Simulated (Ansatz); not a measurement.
```yaml
crystal:
  periodic: [false, false, false]
  atoms:
    - {symbol: B, position_ang: [-1.059815, 1.541259, 0.012740]}
    - {symbol: C, position_ang: [-0.724353, 0.110857, -0.433055]}
    - {symbol: Si, position_ang: [0.963949, -0.341980, 0.283360]}
    - {symbol: S, position_ang: [1.648821, -2.232281, -0.446301]}
    - {symbol: H, position_ang: [-0.737073, 2.479746, -0.657545]}
    - {symbol: H, position_ang: [-1.589114, 1.745378, 1.067843]}
    - {symbol: H, position_ang: [-0.604539, -0.019094, -1.512322]}
    - {symbol: H, position_ang: [-1.394911, -0.654678, -0.028367]}
    - {symbol: H, position_ang: [0.890310, -0.356714, 1.765979]}
    - {symbol: H, position_ang: [2.013476, 0.609296, -0.156735]}
    - {symbol: H, position_ang: [0.658649, -2.938889, 0.125102]}
basis:
  gaussian: {orbitals: def2-mTZVP}
hamiltonian: {xc: {name: B3LYP5}}
scf: {lower_state_search: full}
output: {forces: true}
```

```sh
$ ansatz run in.yaml --threads 2 --pin off --events-out ev --progress --plain --max-ram 4352MiB
```

It prints (some lines left out):

```
Functional definition: B3LYP5
  name "B3LYP5"
  cite "Stephens, Devlin, Chabalowski & Frisch, J. Phys. Chem. 98, 11623 (1994) doi:10.1021/j100096a001"
  cite "Becke, Phys. Rev. A 38, 3098 (1988) doi:10.1103/PhysRevA.38.3098"
  cite "Lee, Yang & Parr, Phys. Rev. B 37, 785 (1988) doi:10.1103/PhysRevB.37.785"
  cite "Vosko, Wilk & Nusair, Can. J. Phys. 58, 1200 (1980) doi:10.1139/p80-159"
  parameter a0 = 0.2
  parameter ax = 0.72
  parameter ac = 0.81
  exchange = (1 - a0 - ax)*slater_x + ax*b88_x + a0*exact_x
  correlation = (1 - ac)*vwn5_c + ac*lyp_c
982 factors; integrals over basis functions are off by at most 1.1e-3 eV
mean field evaluation 1: about -20530.7664 eV, gradient 5.4e1 eV
mean field evaluation 2: about -20530.9091 eV, gradient 5.4e1 eV
mean field evaluation 4: about -20537.6988 eV, gradient 6.6e0 eV
mean field evaluation 8: about -20537.8312 eV, gradient 4.8e-1 eV
mean field evaluation 16: about -20537.8319 eV, gradient 9.0e-5 eV
mean field -20537.83190456 eV, -754.7514014500 hartree, gradient 1.5e-5 eV, S^2 0.000000; 0 other end points of the search recorded, 0 dependent functions left out
the calculation of the forces begins
reference -20537.83219242 eV, -754.7514120287 hartree; 24, 24 occupied and 79, 79 virtual orbitals, 982 factors
Total energy: -20537.83219242 eV, -754.7514120287 hartree
Atom 0 at    -1.059815     1.541259     0.012740 Å, force    -0.140017     0.211295     0.014769 eV/Å
Atom 1 at    -0.724353     0.110857    -0.433055 Å, force    -0.047249    -0.023591    -0.018265 eV/Å
Atom 2 at     0.963949    -0.341980     0.283360 Å, force     0.242621     0.303301     0.230253 eV/Å
Atom 3 at     1.648821    -2.232281    -0.446301 Å, force     0.323416    -0.184241    -0.221050 eV/Å
Atom 4 at    -0.737073     2.479746    -0.657545 Å, force    -0.036377    -0.087031     0.082831 eV/Å
Atom 5 at    -1.589114     1.745378     1.067843 Å, force     0.058532    -0.005352    -0.111478 eV/Å
Atom 6 at    -0.604539    -0.019094    -1.512322 Å, force    -0.095670     0.001186     0.011895 eV/Å
Atom 7 at    -1.394911    -0.654678    -0.028367 Å, force    -0.066892     0.034643    -0.078549 eV/Å
Atom 8 at     0.890310    -0.356714     1.765979 Å, force     0.001744     0.004729    -0.046108 eV/Å
Atom 9 at     2.013476     0.609296    -0.156735 Å, force    -0.039599    -0.033597     0.028363 eV/Å
Atom 10 at     0.658649    -2.938889     0.125102 Å, force    -0.200510    -0.221342     0.107338 eV/Å
Dipole moment:    -0.231023    -0.088762     0.058536 e Å
```

Hardware: 2 threads of an Arm Neoverse V1 on a shared host. Wall time 2.6 s, peak host memory 0.46 GiB.
